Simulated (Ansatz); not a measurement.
Species: C3H10O3Si (charge +1, doublet). 
Structure (B3LYP-D3(BJ)/def2-TZVP (Ansatz, a program for electronic structure) minimum search):
```xyz
17

C     -1.1818     1.6747    -0.8738
C     -1.3239     0.3274    -0.2585
C     -1.8114    -0.8110    -1.0865
Si     0.6950    -0.1976     0.3998
O      1.5174    -0.2022    -0.9697
O      1.0528     1.0835     1.2803
O      0.4357    -1.5380     1.2347
H     -0.7193     1.6419    -1.8597
H     -0.6658     2.3899    -0.2363
H     -2.2061     2.0625    -1.0129
H     -1.6536     0.3156     0.7859
H     -2.8868    -0.6414    -1.2598
H     -1.3447    -0.8471    -2.0712
H     -1.7343    -1.7747    -0.5856
H      1.5069    -0.8926    -1.6392
H      1.1307     1.0518     2.2405
H      0.6974    -2.4317     0.9919
```
Charge +1, spin multiplicity 2.

Basis-set convergence of Hartree-Fock and CCSD correlation energies (hartree) with Ansatz. Correlated levels leave the core frozen unless marked. Open shells are spin-unrestricted. Spin-orbit coupling is left out. No relativistic terms.

```csv
basis,functions,E(HF),"E(corr, CCSD)"
cc-pV(D+d)Z,157,-632.83559,-1.12578
cc-pV(T+d)Z,359,?,?
```

Fill in the missing entries.


- cc-pV(T+d)Z, E(HF): -632.98516
- cc-pV(T+d)Z, E(corr, CCSD): -1.38109
